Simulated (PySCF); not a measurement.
SMILES COC[SiH2]C(=O)O (C3H8O3Si), GFN2-xTB optimised geometry.

```
15

C      1.42    -1.62    -0.08
O      0.86    -0.33     0.00
C     -0.56    -0.33     0.00
Si    -1.04     1.51     0.00
C     -0.37     2.22    -1.66
O     -0.63     1.79    -2.76
O      0.44     3.27    -1.48
H      1.12    -2.12    -1.01
H      1.11    -2.24     0.77
H      2.50    -1.49    -0.07
H     -0.94    -0.87     0.88
H     -0.94    -0.85    -0.89
H     -2.50     1.65     0.01
H     -0.38     2.24     1.08
H      0.78     3.59    -2.32
```

Density from B3LYP/def2-TZVP (PySCF) at that geometry.

Minimum of the electron density along straight lines between bonded atoms, close to the bond critical point (lines longer than 1.1 times the sum of covalent radii, or with two minima, are not listed):

| bond | length / Å | ρ at the minimum / e bohr⁻³ | ∇²ρ there / e bohr⁻⁵ | position (fraction from the first atom) |
|---|---|---|---|---|
| C1–O2 | 1.403 | 0.269 | -0.61 | 0.36 |
| O2–C3 | 1.415 | 0.261 | -0.57 | 0.64 |
| C3–Si4 | 1.907 | 0.120 | 0.13 | 0.61 |
| Si4–C5 | 1.922 | 0.114 | 0.16 | 0.38 |
| C5–O6 | 1.205 | 0.431 | [?] | 0.34 |
| C5–O7 | 1.337 | [?] | -0.61 | 0.34 |
| C1–H8 | 1.097 | 0.282 | -0.98 | 0.64 |
| C1–H9 | 1.098 | 0.281 | -0.98 | 0.64 |
| C1–H10 | 1.088 | 0.288 | -1.04 | 0.65 |
| C3–H11 | 1.099 | 0.277 | -0.95 | 0.64 |
| C3–H12 | 1.099 | 0.278 | -0.95 | 0.64 |
| Si4–H13 | 1.467 | 0.125 | 0.18 | 0.49 |
| Si4–H14 | 1.459 | 0.128 | 0.17 | 0.49 |
| O7–H15 | 0.974 | 0.348 | [?] | 0.80 |

Problem. Fill in the missing entries.

Solution. 
- C5–O6, ∇²ρ there / e bohr⁻⁵: -0.21
- C5–O7, ρ at the minimum / e bohr⁻³: 0.310
- O7–H15, ∇²ρ there / e bohr⁻⁵: -2.34
